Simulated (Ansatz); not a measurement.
Cost and result up the ladder for InCl₂F (4 atoms). Total charge 0; singlet. Geometry: r2SCAN-D4/def2-SVP.

```xyz
4

In   -0.066   -0.002    0.008
Cl    1.258   -1.203    1.485
Cl    0.802    1.254   -1.738
F    -1.994   -0.049    0.244
```

Ansatz on 4 threads of Intel Xeon on a shared host. Times are rough, and most runs start from the orbitals of an earlier one. CAM-B3LYP-D4/def2-TZVP serves as the yardstick here, not as an exact answer. Differences are given only for rows in sets of like size (and for xTB, whose basis is part of the method), since another set adds its own error. Binding counts from free atoms at the same level (In doublet, Cl doublet, F doublet; other spins of the atoms weren't run), without zero-point energy or a counterpoise term.

In the def2 sets In takes a core potential, while STO-3G treats all electrons; there is no spin–orbit coupling. LC-ωPBE has ω = 0.4 bohr⁻¹. B3LYP takes the VWN-RPA correlation. HSE06 is defined as in plane-wave codes, on full-range PBE exchange. Correlated methods freeze 15 core orbitals; core or outer-core shells of In are correlated, in sets that lack core-valence functions.

Correlated methods converge slowly with the basis.

```
                 level  functions  wall time
             HF/STO-3G         50      0.6 s
      PBE0-D4/def2-SVP         76      1.4 s
   revPBE-D4/def2-TZVP        155      1.4 s
     PBE-D4/def2-TZVPD        188      1.9 s
     LC-ωPBE/def2-TZVP        155      2.1 s
    B3LYP-D4/def2-TZVP        155      2.1 s
     PBE0-D4/def2-TZVP        155      2.3 s
         MP2/def2-TZVP        155      2.3 s
    HSE06-D4/def2-TZVP        155      2.4 s
CAM-B3LYP-D4/def2-TZVP        155      2.5 s
    PBE0-D4/def2-TZVPD        188        3 s
  r2SCAN-D4/def2-TZVPD        188      3.1 s
     RPA@PBE/def2-TZVP        155      3.1 s
    CCSD(T)/def2-TZVPP        165       15 s
```

(1) Estimate what each level gives for the binding energy per atom (eV).

## Answers

(1) 
```tsv
level	binding energy per atom (eV)	difference from CAM-B3LYP-D4/def2-TZVP (eV)
HF/STO-3G	2.80	–
PBE0-D4/def2-SVP	2.69	–
revPBE-D4/def2-TZVP	2.71	0.00
PBE-D4/def2-TZVPD	2.83	0.11
LC-ωPBE/def2-TZVP	2.78	0.07
B3LYP-D4/def2-TZVP	2.66	-0.05
PBE0-D4/def2-TZVP	2.74	0.03
MP2/def2-TZVP	2.82	0.11
HSE06-D4/def2-TZVP	2.74	0.03
CAM-B3LYP-D4/def2-TZVP	2.71	0.00
PBE0-D4/def2-TZVPD	2.74	0.03
r2SCAN-D4/def2-TZVPD	2.80	0.09
RPA@PBE/def2-TZVP	2.38	-0.33
CCSD(T)/def2-TZVPP	2.67	-0.04
```
